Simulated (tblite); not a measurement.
Parent: `[CH2:1]=[CH:2][C@@H:3]1[CH:4]=[CH:5][C@H:6]1[F:7]` with C1–C2–C3–C4 -133°, C6H7F.

Computed geometry: GFN2-xTB, gas phase. One conformer each, not checked by frequencies here.

```json
{"coordinate of the parent": "C1=C2", "value": "1.320 Å"}
{"coordinate of the parent": "C2–C3", "value": "1.489 Å"}
{"coordinate of the parent": "C3–C4", "value": "1.515 Å"}
{"coordinate of the parent": "C4=C5", "value": "1.329 Å"}
{"coordinate of the parent": "C5–C6", "value": "1.505 Å"}
{"coordinate of the parent": "C6–F7", "value": "1.372 Å"}
{"coordinate of the parent": "C3–C6", "value": "1.563 Å"}
{"coordinate of the parent": "C1–C2–C3", "value": "124.3°"}
{"coordinate of the parent": "C2–C3–C4", "value": "116.5°"}
{"coordinate of the parent": "C2–C3–C6", "value": "116.5°"}
{"coordinate of the parent": "C4–C3–C6", "value": "84.6°"}
{"coordinate of the parent": "C3–C4–C5", "value": "95.1°"}
{"coordinate of the parent": "C4–C5–C6", "value": "93.7°"}
{"coordinate of the parent": "C5–C6–F7", "value": "116.2°"}
{"coordinate of the parent": "C3–C6–C5", "value": "86.5°"}
{"coordinate of the parent": "C3–C6–F7", "value": "114.7°"}
```

**Question.** How does the shared frame change in `[CH2:1]=[CH:2][C@@H:3]1[CH:4]=[C:5]([CH2:6][CH2:7][CH3:8])[C@@H:9]1[F:10]` with C1–C2–C3–C4 -128°, C4–C5–C6–C7 -115°, C5–C6–C7–C8 64°, C9H13F? Atoms pair as C1 = C1, C2 = C2, C3 = C3, C4 = C4, C5 = C5, C6 = C9, F7 = F10 (parent first).

**Answer.** 
| parent | relative | value in the relative | change |
| --- | --- | --- | --- |
| C1=C2 | C1=C2 | 1.320 Å | 0.000 |
| C2–C3 | C2–C3 | 1.490 Å | +0.001 |
| C3–C4 | C3–C4 | 1.515 Å | 0.000 |
| C4=C5 | C4=C5 | 1.333 Å | +0.004 |
| C5–C6 | C5–C9 | 1.512 Å | +0.007 |
| C6–F7 | C9–F10 | 1.373 Å | +0.001 |
| C3–C6 | C3–C9 | 1.563 Å | 0.000 |
| C1–C2–C3 | C1–C2–C3 | 124.2° | -0.1 |
| C2–C3–C4 | C2–C3–C4 | 114.5° | -2.0 |
| C2–C3–C6 | C2–C3–C9 | 114.9° | -1.6 |
| C4–C3–C6 | C4–C3–C9 | 84.6° | 0.0 |
| C3–C4–C5 | C3–C4–C5 | 95.4° | +0.3 |
| C4–C5–C6 | C4–C5–C9 | 93.2° | -0.5 |
| C5–C6–F7 | C5–C9–F10 | 117.0° | +0.8 |
| C3–C6–C5 | C3–C9–C5 | 86.6° | +0.1 |
| C3–C6–F7 | C3–C9–F10 | 115.9° | +1.2 |

Of the parent's bonds, C5–C6 changes most (+0.007 Å). Bonds of the relative outside the shared frame: C5–C6 1.483, C6–C7 1.535, C7–C8 1.523 Å. Point group C1 → C1.

**Question.** How does the shared frame change in `[CH2:1]=[CH:2][C@@H:3]1[CH:4]=[C:5]([CH3:6])[C@@H:7]1[F:8]` with C1–C2–C3–C4 -131°, C7H9F? Atoms pair as C1 = C1, C2 = C2, C3 = C3, C4 = C4, C5 = C5, C6 = C7, F7 = F8 (parent first).

**Answer.** 
```tsv
parent	relative	value in the relative	change
C1=C2	C1=C2	1.320 Å	0.000
C2–C3	C2–C3	1.490 Å	+0.001
C3–C4	C3–C4	1.515 Å	0.000
C4=C5	C4=C5	1.333 Å	+0.004
C5–C6	C5–C7	1.511 Å	+0.006
C6–F7	C7–F8	1.373 Å	+0.001
C3–C6	C3–C7	1.564 Å	+0.001
C1–C2–C3	C1–C2–C3	124.0°	-0.3
C2–C3–C4	C2–C3–C4	115.3°	-1.2
C2–C3–C6	C2–C3–C7	115.2°	-1.3
C4–C3–C6	C4–C3–C7	84.6°	0.0
C3–C4–C5	C3–C4–C5	95.3°	+0.2
C4–C5–C6	C4–C5–C7	93.4°	-0.3
C5–C6–F7	C5–C7–F8	116.3°	+0.1
C3–C6–C5	C3–C7–C5	86.6°	+0.1
C3–C6–F7	C3–C7–F8	115.9°	+1.2
```

Of the parent's bonds, C5–C6 changes most (+0.006 Å). Bonds of the relative outside the shared frame: C5–C6 1.480 Å. Point group C1 → C1.
